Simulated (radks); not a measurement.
Q: The mean radii <r> (bohr) of the occupied orbitals of an atom or ion are listed with their occupations. Calculated with a radial shooting solver on a logarithmic mesh with Libxc functionals: scalar-relativistic Kohn-Sham, LDA (Slater exchange, Perdew-Zunger correlation), spin-unpolarised, spherical densities, finite nucleus; Fermi nuclear charge, rms radius of each element as measured or else 0.836 A^(1/3) + 0.57 fm.

| orbital | occ. | <r> |
|---|---|---|
| 1s | 2 | 0.04556 |
| 2s | 2 | 0.2031 |
| 2p | 6 | 0.1774 |
| 3s | 2 | 0.5948 |
| 3p | 6 | 0.6105 |
| 3d | 9 | 0.6500 |
| 4s | 2 | 1.734 |
| 4p | 2 | 2.044 |
| 5p | 1 | 5.601 |

Name the element and its charge.

A: Z = 33, arsenic, charge +1: As+ in [Ar] 3d9 4s2 4p2 5p1. The 1s radius gives Z: for a bare nucleus <r> = (2 gamma + 1)/(2Z) with gamma = sqrt(1 - (Z/c)^2), 0.04456 bohr for Z = 33, and screening makes it slightly larger (0.04556 here). The occupations add up to 32, and the charge is Z minus that.
